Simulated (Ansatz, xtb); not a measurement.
# Two isomers of C5H9ClO

We compare I, `CC(C)(C)C(=O)Cl`, a singlet, with II, `CCCCC(=O)Cl`, a singlet. Both are isolated molecules in the gas phase, relaxed with B3LYP/def2-SVP; the shapes shown needn't be the lowest conformers.

I (Å):

```yaml
atoms:
  - { symbol: C, position_ang: [0.1719, 1.7200, -2.2001] }
  - { symbol: C, position_ang: [-0.4649, 1.2653, -0.8697] }
  - { symbol: C, position_ang: [-0.8351, 2.4889, -0.0128] }
  - { symbol: C, position_ang: [0.5088, 0.3497, -0.0979] }
  - { symbol: C, position_ang: [-1.7614, 0.4984, -1.1625] }
  - { symbol: Cl, position_ang: [-1.5186, -1.0057, -2.1795] }
  - { symbol: O, position_ang: [-2.8552, 0.7786, -0.8066] }
  - { symbol: H, position_ang: [0.4444, 0.8627, -2.8309] }
  - { symbol: H, position_ang: [1.0845, 2.2979, -1.9851] }
  - { symbol: H, position_ang: [-0.5120, 2.3671, -2.7716] }
  - { symbol: H, position_ang: [-1.3041, 2.1870, 0.9353] }
  - { symbol: H, position_ang: [0.0733, 3.0663, 0.2180] }
  - { symbol: H, position_ang: [-1.5405, 3.1483, -0.5394] }
  - { symbol: H, position_ang: [1.4245, 0.9139, 0.1390] }
  - { symbol: H, position_ang: [0.7881, -0.5326, -0.6900] }
  - { symbol: H, position_ang: [0.0685, 0.0050, 0.8510] }
```

II (Å):

```yaml
atoms:
  - { symbol: C, position_ang: [0.7941, 2.0965, 1.5427] }
  - { symbol: C, position_ang: [0.5249, 1.6900, 0.0935] }
  - { symbol: C, position_ang: [0.4576, 0.1707, -0.0997] }
  - { symbol: C, position_ang: [0.2106, -0.2736, -1.5437] }
  - { symbol: C, position_ang: [-1.1902, -0.0058, -2.0416] }
  - { symbol: Cl, position_ang: [-1.3779, -0.4643, -3.7947] }
  - { symbol: O, position_ang: [-2.1110, 0.4261, -1.4341] }
  - { symbol: H, position_ang: [-0.0008, 1.7315, 2.2142] }
  - { symbol: H, position_ang: [1.7501, 1.6838, 1.9069] }
  - { symbol: H, position_ang: [0.8422, 3.1916, 1.6505] }
  - { symbol: H, position_ang: [-0.4224, 2.1419, -0.2449] }
  - { symbol: H, position_ang: [1.3159, 2.1022, -0.5595] }
  - { symbol: H, position_ang: [-0.3309, -0.2505, 0.5469] }
  - { symbol: H, position_ang: [1.4071, -0.2823, 0.2346] }
  - { symbol: H, position_ang: [0.3749, -1.3580, -1.6692] }
  - { symbol: H, position_ang: [0.9096, 0.2057, -2.2502] }
```

Estimate E(II) − E(I) at the level CCSD(T)/def2-SVP + ΔMP2/def2-TZVPP.

Calculated at CCSD(T)/def2-SVP + ΔMP2/def2-TZVPP: E(II) − E(I) = +3.3 kcal/mol, so structure I lies lower.

How the difference moves with the method:

| level | geometry | E(II) − E(I) (kcal/mol) | departure from the last row (kcal/mol) | job, with rough time for the two |
| --- | --- | --- | --- | --- |
| GFN2-xTB | GFN2-xTB | +3.1 | −0.1 | optimisation, 0.14 s |
| HF/STO-3G | GFN2-xTB | −0.1 | −3.4 | single point, 0.38 s |
| r2SCAN-D4/def2-SVP | GFN2-xTB | +2.4 | −0.8 | single point, 4.1 s |
| B3LYP/def2-SVP | B3LYP/def2-SVP | −0.4 | −3.7 | optimisation, 44 s |
| HF/def2-SVP | B3LYP/def2-SVP | −0.7 | −3.9 | part of the CCSD(T) run |
| MP2/def2-SVP | B3LYP/def2-SVP | +4.4 | +1.1 | part of the CCSD(T) run |
| CCSD(T)/def2-SVP | B3LYP/def2-SVP | +3.6 | +0.3 | single point |
| CCSD(T)/def2-SVP + ΔMP2/def2-TZVPP | B3LYP/def2-SVP | +3.3 |  | single point, 81 s |

As drawn, both hold the same kinds of bond in the same numbers. Structure I has 3 methyl groups, II 1.

HF/def2-SVP puts the two in the other order. HF/STO-3G, B3LYP/def2-SVP find them nearly level. The largest departure from CCSD(T)/def2-SVP + ΔMP2/def2-TZVPP is that of HF/def2-SVP, 3.9 kcal/mol. The last row adds to CCSD(T) the change of the MP2 difference between the two basis sets, here −0.3 kcal/mol.

With thermal terms from frequencies at re-optimised GFN2-xTB minima (ideal gas, soft modes damped towards free rotors, one conformer each, 298.15 K, 1 atm): the zero-point term adds +0.5 kcal/mol; ΔH is +3.6 and ΔG +3.2 kcal/mol.

The correlated steps freeze 11 core orbitals. Programs: Ansatz 0.2.0, xtb 6.7.1; the last row on 4 threads of Arm Neoverse V2 on a shared host.
